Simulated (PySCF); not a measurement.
Some computed properties have been withheld. Give your best values.

C8H11N.
InChI=1S/C8H11N/c1-3-8-6-7(2)4-5-9-8/h1,5,7-8H,4,6H2,2H3/t7-,8+/m0/s1

| property | level | value |
| --- | --- | --- |
| point group of the GFN2-xTB geometry | GFN2-xTB | ? |
| rotational constants A, B, C of the GFN2-xTB geometry | GFN2-xTB | ? |
| dipole moment | PBE0/pcSseg-1 | 2.42 D |
| HOMO energy | PBE0/pcSseg-1 | -6.88 eV |
| LUMO energy | PBE0/pcSseg-1 | -0.05 eV |
| 13C chemical shifts (computed TMS as zero) by class | GIAO PBE0/pcSseg-1 | ? |
| 1H chemical shifts (computed TMS as zero) by class | GIAO PBE0/pcSseg-1 | ? |
| isotropic shieldings of nuclei other than C and H, by class | GIAO PBE0/pcSseg-1 | ? |

Gas-phase values; electronic properties from PySCF, density fitting. Isolated species at its GFN2-xTB geometry (one conformer only). NMR classes are plain means over equivalent atoms (diastereotopic ones count apart unless rotation or inversion swaps them), as if these changed places fast; in this geometry the members of some classes differ.

**Question.** Give the 13C chemical shifts (computed TMS as zero) by class.

**Answer.** 168.6 (1 C), 90.7 (1 C), 77.8 (1 C), 52.1 (1 C), 41.1 (1 C), 39.6 (1 C), 25.2 (1 C), 24.2 (1 C) ppm.

**Question.** What is the point group of the GFN2-xTB geometry?

**Answer.** C1.

**Question.** The rotational constants A, B, C of the GFN2-xTB geometry?

**Answer.** 2.414, 1.420, 1.095 GHz.

**Question.** The 1H chemical shifts (computed TMS as zero) by class?

**Answer.** 7.96 (1 H), 5.02 (1 H), 2.16 (1 H), 2.16 (1 H), 1.70 (1 H), 1.69 (1 H), 1.51 (1 H), 1.18 (1 H), 0.99 (3 H) ppm.

**Question.** The isotropic shieldings of nuclei other than C and H, by class?

**Answer.** -106 (1 N) ppm.

The rotational constants make it an asymmetric top with κ = (2B − A − C)/(A − C) = -0.51, nearer the prolate limit (−1). The dipole matches unit charges of opposite sign 0.50 Å apart (1 e·Å = 4.8032 D).

For the NMR shielding job (PBE0/pcSseg-1), the run took 36 s on one thread of an Arm Neoverse V2, no GPU, shared host.
